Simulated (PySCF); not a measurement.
Computed shifts of a molecule C₄H₃ClF₂, PBE0/pcSseg-1 in PySCF, GIAO, gas phase, atoms alike by connectivity averaged where their shifts nearly agree, in ppm (number of nuclei): ¹³C: 169.4 (1), 160.0 (1), 127.6 (1), 103.8 (1). ¹⁹F: -111.1 (1), -117.1 (1). ¹H: 7.23 (1), 5.49 (2). References: ¹³C against TMS (σ = 186.3 ppm); ¹⁹F against CFCl3 (σ = 167.2 ppm); ³⁵Cl against HCl (σ = 945.9 ppm); ¹H against TMS (σ = 31.56 ppm), references at their B3LYP-D3(BJ)/def2-TZVP geometries, non-relativistic (without spin–orbit terms, shifts of atoms bonded to Cl or Br come out too high). Coordinates come from a B3LYP-D3(BJ)/def2-SVP optimisation. One conformer was computed; it need not be the lowest.

### Question
Pick the molecule that these values belong to.
(A) C=C(F)/C(Cl)=C\F
(B) FC(F)=C=CCCl
(C) F/C=C\C(Cl)=C/F
(D) C=C(F)/C=C(\F)Cl

### Answer
A, C=C(F)/C(Cl)=C\F
